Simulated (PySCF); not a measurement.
Dipole moment and polarisability of `C#CC#CCCC`

C7H8.
Structure used (PBE0-D3(BJ)/def2-SVP), in Å, numbered top down from 1:
```xyz
15
C7H8 angstrom
C      4.3789    0.4847   -0.3158
C      3.2365    0.1188   -0.1094
C      1.9491   -0.2937    0.1218
C      0.8081   -0.6673    0.3331
C     -0.5611   -1.0990    0.5619
C     -1.5998   -0.3209   -0.2565
C     -1.6588    1.1575    0.0877
H      5.3878    0.8058   -0.4961
H     -0.7878   -1.0020    1.6390
H     -0.6333   -2.1760    0.3318
H     -1.3763   -0.4511   -1.3279
H     -2.5825   -0.7900   -0.0849
H     -2.4047    1.6795   -0.5299
H     -1.9317    1.3117    1.1439
H     -0.6848    1.6431   -0.0792
```

Level: PBE0/def2-SVPD (PySCF), static field, nuclei fixed, core orbitals frozen in the response. The polarisability tensor in these axes (au):

```
x   140.94  16.97 -10.04
y    16.97  69.45  -3.70
z   -10.04  -3.70  61.48
```

**Question.** Give the principal values, the mean and the anisotropy Δα = √{½[(α1 − α2)² + (α2 − α3)² + (α1 − α3)²]}.

**Answer.** Principal values 59.82, 65.96 and 146.10 au; mean 90.63 au = 13.43 Å³ = 14.94 × 10⁻⁴⁰ C²·m²/J; Δα = 83.38 au (92 % of the mean).

**Question.** What is the dipole moment, and where does it point?

**Answer.** (-1.35, -0.25, 0.08) D, 1.37 D in size, pointing from the negative to the positive side. Measured along this direction, the outermost atoms are H8 at the negative end and H12 at the positive end.

**Question.** Find the Langevin capture rate constant for NH4+ (18.034 u) meeting this molecule (92.063 u), k = 2.342 × 10⁻⁹ cm³/s × √(α in Å³ / reduced mass in u).

**Answer.** The reduced mass is 15.08 u, so k = 2.21 × 10⁻⁹ cm³/s. The formula leaves out the permanent dipole, which adds to the capture rate.

**Question.** Give the principal axes and the span of the nuclei along them.

**Answer.** Largest value along (0.97, 0.22, -0.12), where the nuclei span 8.11 Å; middle along (-0.24, 0.94, -0.23), 4.26 Å; least along (0.07, 0.25, 0.96), 2.80 Å. The response follows the extents in order.

**Question.** Traceless (Buckingham) quadrupole moment about the centre of nuclear charge: eigenvalues?

**Answer.** -5.61, -5.17, 10.79 D·Å. The values depend on the origin, since the dipole doesn't vanish. The electronic extent ⟨r²⟩ about the same centre is 1191 bohr², a root-mean-square distance of 2.58 Å for the 50 electrons.

The structure is a single PBE0-D3(BJ)/def2-SVP conformer in the gas phase; no vibrational or solvent corrections.
